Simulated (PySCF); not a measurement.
# Predicted spectroscopic data

[PySCF: shieldings: GIAO PBE0/pcSseg-1; geometry from GFN2-xTB; spin–spin couplings from B3LYP/pcJ-1 (spin–dipole term left out of most H,H and C,H couplings); isolated molecule; one computed conformer; non-relativistic Hamiltonian; averaged over atoms made equivalent by symmetry, fast rotation or ring inversion]

Shifts are taken against calculated references (same method and geometry level): ¹H (σref 31.72) and ¹³C (σref 186.93) vs TMS. Multiplet labels drop J under 1 Hz and among equivalent protons, and merge close values. Unscaled 3J(H,H) run several per cent high. Where no couplings were computed, multiplicities follow the n + 1 count of equivalent neighbours, and m marks all less simple cases (inequivalent or close neighbours, rings, F or P nearby). Shifts are as computed. Against solution values, carbons near 30 ppm lie about +3 ppm off and those near 130 ppm about +5 ppm. Of 1211 compounds with measured shifts, 218 miss one by over three times the rms of a fit or turn the order of signals round; such compounds aren't used in these exercises.

Compound 1 (C$_{5}$H$_{6}$O). ¹H NMR (400 MHz, computed): δ 10.45 (d, J = 2.2 Hz, 1H), 6.89 (dd, J = 19.6, 13.6 Hz, 1H), 6.76 (dd, J = 1.7, 1.0 Hz, 1H), 6.32 (dq, J = 19.6, 1.2 Hz, 1H), 5.74 (dt, J = 2.2, 1.1 Hz, 1H), 5.66 (dq, J = 13.6, 1.5 Hz, 1H). ¹³C{¹H} NMR (computed): δ 191.9 (CH), 143.7 (C), 143.7 (CH), 138.0 (CH2), 119.8 (CH2). Structure: SMILES C=CC(=C)C=O.

Compound 2 (C$_{6}$H$_{12}$OSi$_{2}$). ¹H NMR (400 MHz, computed): δ 5.96 (m, 1H), 5.65 (d, 1H), 5.14 (s, 3H), 4.95 (t, 2H), 2.46 (m, 2H), 2.28 (s, 3H). ¹³C{¹H} NMR (computed): δ 142.0 (CH), 116.4 (CH), 103.4 (C), 83.1 (C), 25.4 (CH2), 6.1 (CH3). Structure: `O([SiH2]C/C=C\C#CC)[SiH3]`.
